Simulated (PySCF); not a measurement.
C₃H₇NSi₂, SMILES N1=CC([SiH3])=C[SiH2]1. Atoms are numbered in the order given.

```xyz
13

Si    -0.0927    -2.4427     0.0000
C     -0.0319    -0.5589     0.0000
C     -1.1236     0.2440     0.0000
Si    -0.4483     2.0004     0.0000
N      1.2550     1.5006     0.0000
C      1.2587     0.2236     0.0000
H     -0.8097    -2.9381    -1.2134
H      1.2994    -2.9853     0.0000
H     -0.8097    -2.9381     1.2134
H     -2.1461    -0.1435     0.0000
H     -0.7880     2.7882     1.2193
H     -0.7880     2.7882    -1.2193
H      2.2121    -0.3353     0.0000
```

The structure is a stationary point at PBE0-D3(BJ)/def2-SVP. A frequency run showed that this geometry is not a minimum. This is a generated structure with no PubChem entry under its InChIKey; it may be hypothetical.

The numbers are results of PySCF with PBE/def2-TZVP, not measurements.

The molecule is in vacuum.

Computed frontier levels, gap, dipole moment and polarisability:
```json
{
 "highest_occupied_level": "-6.04 eV",
 "lowest_empty_level": "-3.18 eV",
 "orbital_gap": "2.87 eV",
 "dipole_moment": "0.371 e·Å",
 "quadrupole, principal values (traceless, Buckingham form, about the centre of nuclear charge)": "-6.50, 0.01, 6.49 D·Å",
 "mean_static_polarisability": "95.3 bohr³ (14.12 Å³)",
 "polarisability_principal_values": "68.4, 88.2, 129.3 bohr³"
}
```
